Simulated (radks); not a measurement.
Results of a calculation; reference values are marked as such.
Effect of the nuclear size on neutral aluminium, [Ne] 3s2 3p1. Level of theory: Dirac Kohn-Sham, relativistic LDA (MacDonald-Vosko exchange, VWN5 correlation), spin-unpolarised, spherical densities, finite nucleus; open shells fill j = l - 1/2 first; Fermi nuclear charge, rms radius 3.061 fm (a radial shooting solver on a logarithmic mesh with Libxc functionals). The rms radius is varied about that value; shifts are against it.

| rms radius (fm) | total energy shift (eV) | density at nucleus (e/bohr^3) | 1s1/2 shift (meV) |
|---|---|---|---|
| 2.559 | -0.00111 | 1488 | -0.460 |
| 2.758 | -0.000692 | 1487 | -0.287 |
| 3.061 | 0 | 1485 | 0.000 |
| 3.2202 | 0.000392 | 1484 | 0.163 |
| 3.3793 | 0.000803 | 1483 | 0.333 |

Slopes of the eigenvalues against <r^2> in GHz/fm^2, as finite differences over the two radii next to the reference (eigenvalue slopes, not the field-shift constants of lines): 1s1/2 39.4.
